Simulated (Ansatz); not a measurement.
`C[NH][AlH][F]` + `N[SiH3]` → `[F][AlH][NH][SiH3]` + CH₃NH₂ at 500 K and 1 bar (ligand exchange at the Al–N bond).

Calculated with Ansatz (gas phase, PBE0-D4/def2-TZVP geometries, no zero-point term in ΔE). CBS: MP2 limit from def2 TZ/QZ plus the TZ coupled-cluster correction, frozen cores. This one scheme is used for every species. One conformer a species, not always the lowest.

| species | CCSD(T)/CBS energy (Eh) | H − E (kJ/mol) | S (J/(mol·K)) |
| --- | --- | --- | --- |
| `C[NH][AlH][F]` | -437.67416 | 206.9 | 370.2 |
| `N[SiH3]` | -346.80422 | 161.3 | 303.9 |
| `[F][AlH][NH][SiH3]` | -688.73064 | 177.6 | 399.1 |
| CH₃NH₂ | -95.75281 | 191.8 | 270.3 |

H − E and S are ideal-gas, rigid-rotor, harmonic terms from PBE0-D4/def2-TZVP, for one conformer and one mirror image of each species. 1 Eh = 2625.50 kJ/mol, R = 8.31446 J/(mol·K).

**Question.** By hand: ΔE, ΔH, ΔS and ΔG.

**Answer.** ΔE = (-688.73064) + (-95.75281) − (-437.67416) − (-346.80422) = -0.00507 Eh = -13.3 kJ/mol. Δ(H − E) = 177.6 + 191.8 − 206.9 − 161.3 = 1.2, so ΔH = -12.1 kJ/mol. ΔS = 399.1 + 270.3 − 370.2 − 303.9 = -4.7 J/(mol·K). ΔG = -12.1 − 500 × (-4.7)/1000 = -9.8 kJ/mol.

**Question.** By hand: the equilibrium constant, and the temperature at which ΔG would vanish if ΔH and ΔS stayed fixed.

**Answer.** log₁₀ K = −ΔG/(RT ln 10) = 1.0. ΔG = 0 at ΔH/ΔS = 2574 K, far beyond where these terms or the molecules hold.

The number of gas molecules stays the same, so ΔS is small and ΔH decides. A doubt of 5 kJ/mol in ΔE shifts log₁₀ K by 0.5 here. Other conformers and mirror images would add mixing entropy, several J/(mol·K) or more a flexible species. These are equilibria of isolated gas molecules and say nothing of rates. Largest T1 diagnostic: 0.012 (customary marks: 0.02 for closed shells, 0.045 for open ones).
